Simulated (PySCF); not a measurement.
**Magnetic susceptibility: `C[S@@](=O)[C@H]1C[N@@H+](C)C1`, [C$_{5}$H$_{12}$NOS]+, charge +1**

Molfile (atoms numbered from 1):
```
C5H12NOS
     RDKit          3D

 20 20  0  0  0  0  0  0  0  0999 V2000
    2.9194    0.2550    0.0701 C   0  0  0  0  0  0  0  0  0  0  0  0
    1.5538   -0.8491    0.5812 S   0  0  0  0  0  4  0  0  0  0  0  0
    0.8245   -0.1448    1.6364 O   0  0  0  0  0  0  0  0  0  0  0  0
    0.4569   -0.4751   -0.9352 C   0  0  1  0  0  0  0  0  0  0  0  0
   -0.8913   -1.1867   -0.8068 C   0  0  0  0  0  0  0  0  0  0  0  0
   -1.5687    0.1090   -0.4953 N   0  0  1  0  0  0  0  0  0  0  0  0
   -2.0960    0.2307    0.8695 C   0  0  0  0  0  0  0  0  0  0  0  0
   -0.2898    0.8417   -0.7496 C   0  0  0  0  0  0  0  0  0  0  0  0
    2.5528    1.2528   -0.1440 H   0  0  0  0  0  0  0  0  0  0  0  0
    3.4085   -0.1778   -0.7946 H   0  0  0  0  0  0  0  0  0  0  0  0
    3.6194    0.3000    0.8991 H   0  0  0  0  0  0  0  0  0  0  0  0
    1.0170   -0.6282   -1.8501 H   0  0  0  0  0  0  0  0  0  0  0  0
   -1.2664   -1.6511   -1.7178 H   0  0  0  0  0  0  0  0  0  0  0  0
   -0.9608   -1.8932    0.0209 H   0  0  0  0  0  0  0  0  0  0  0  0
   -2.3109    0.3447   -1.1574 H   0  0  0  0  0  0  0  0  0  0  0  0
   -2.4825    1.2351    1.0314 H   0  0  0  0  0  0  0  0  0  0  0  0
   -2.8958   -0.4903    1.0263 H   0  0  0  0  0  0  0  0  0  0  0  0
   -1.2840    0.0409    1.5759 H   0  0  0  0  0  0  0  0  0  0  0  0
    0.0212    1.3954    0.1408 H   0  0  0  0  0  0  0  0  0  0  0  0
   -0.3326    1.5020   -1.6135 H   0  0  0  0  0  0  0  0  0  0  0  0
  2  1  1  6
  2  3  2  0
  2  4  1  0
  4  5  1  0
  5  6  1  0
  6  7  1  0
  6  8  1  0
  8  4  1  0
  1  9  1  0
  1 10  1  0
  1 11  1  0
  4 12  1  6
  5 13  1  0
  5 14  1  0
  6 15  1  6
  7 16  1  0
  7 17  1  0
  7 18  1  0
  8 19  1  0
  8 20  1  0
M  CHG  1   6   1
M  END
```

Method used: PySCF 2.14.0, GIAO PBE0/pcSseg-1 magnetisability, rotational g tensor and spin-rotation constants, non-relativistic, gas phase. Geometry: GFN2-xTB.

For an ion the centre-of-mass motion in the field is neglected.

Question: What are the magnetisability and the molar susceptibility?

Answer: Isotropic -1365 × 10⁻³⁰ J/T², or -82.2 × 10⁻⁶ cm³/mol; principal values -1559, -1381, -1155 × 10⁻³⁰ J/T², anisotropy 351 × 10⁻³⁰ J/T² (root of half the summed squared differences of the principal values). The susceptibility is in cgs units.

Question: Split it along the inertial axes a, b, c into diamagnetic and paramagnetic parts about the centre of mass, with the quadrupole moment.

Answer: 
| axis | χ (10⁻⁶ cm³/mol) | diamagnetic (10⁻⁶ cm³/mol) | paramagnetic (10⁻⁶ cm³/mol) | summed x² of all electrons (Å²) | quadrupole Θ (D Å) |
| --- | --- | --- | --- | --- | --- |
| a | -85.9 | -498.7 | 412.8 | 204.7 | +23.43 |
| b | -78.0 | -1070.9 | 992.9 | 69.8 | -13.31 |
| c | -82.8 | -1164.6 | 1081.8 | 47.7 | -10.11 |

Anisotropies 2χaa − χbb − χcc = -11.0 and 2χbb − χaa − χcc = +12.7 × 10⁻⁶ cm³/mol. Θ is traceless in Buckingham's convention.

Question: And the rotational g tensor?

Answer: 
```tsv
axis	rotational constant (GHz)	g	nuclear part	electronic part
a	3.1974	-0.0041	0.6159	-0.6200
b	1.2576	+0.0065	0.5931	-0.5866
c	1.1423	+0.0075	0.5880	-0.5806
```
Asymmetric top; isotopes 12C, 1H, 14N, 16O, 32S; no vibrational averaging.
